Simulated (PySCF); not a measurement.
`C[C@@H]1OC(=O)O[C@@]1(C)OC=O`, C6H8O5

Geometry (Å), atoms numbered from 1 in this order:
```xyz
19

C     1.765   -0.408   -0.811
C     0.783    0.585   -0.209
O     1.391    1.289    0.867
C     0.816    0.976    2.031
O     1.168    1.358    3.092
O    -0.226    0.128    1.831
C    -0.479   -0.033    0.463
C    -0.795   -1.488    0.158
O    -1.630    0.798    0.201
C    -2.085    0.913   -1.035
O    -1.634    0.412   -2.022
H     1.307   -0.916   -1.654
H     2.638    0.139   -1.158
H     2.087   -1.134   -0.070
H     0.490    1.321   -0.965
H     0.021   -2.122    0.489
H    -1.694   -1.760    0.706
H    -0.963   -1.619   -0.907
H    -2.969    1.571   -1.014
```

Method: GIAO CAM-B3LYP/pcSseg-1 magnetisability, rotational g tensor and spin-rotation constants, non-relativistic, gas phase in PySCF. Geometry: GFN2-xTB.

Q: What are the magnetisability and the molar susceptibility?

A: Isotropic -1405 × 10⁻³⁰ J/T², or -84.6 × 10⁻⁶ cm³/mol; principal values -1478, -1424, -1314 × 10⁻³⁰ J/T², anisotropy 144 × 10⁻³⁰ J/T² (root of half the summed squared differences of the principal values). The susceptibility is in cgs units.

Q: Split it along the inertial axes a, b, c into diamagnetic and paramagnetic parts about the centre of mass, with the quadrupole moment.

A: 
| axis | χ (10⁻⁶ cm³/mol) | diamagnetic (10⁻⁶ cm³/mol) | paramagnetic (10⁻⁶ cm³/mol) | summed x² of all electrons (Å²) | quadrupole Θ (D Å) |
| --- | --- | --- | --- | --- | --- |
| a | -84.1 | -767.7 | 683.6 | 256.7 | -19.63 |
| b | -82.4 | -1385.9 | 1303.6 | 111.0 | +9.17 |
| c | -87.5 | -1559.7 | 1472.2 | 70.0 | +10.46 |

Anisotropies 2χaa − χbb − χcc = +1.6 and 2χbb − χaa − χcc = +6.8 × 10⁻⁶ cm³/mol. Θ is traceless in Buckingham's convention.

Q: And the rotational g tensor?

A: 
```csv
axis,rotational constant (GHz),g,nuclear part,electronic part
a,1.9080,-0.0214,0.5914,-0.6127
b,0.8993,-0.0180,0.5328,-0.5507
c,0.7966,-0.0143,0.5367,-0.5510
```
Asymmetric top; isotopes 12C, 1H, 16O; no vibrational averaging.
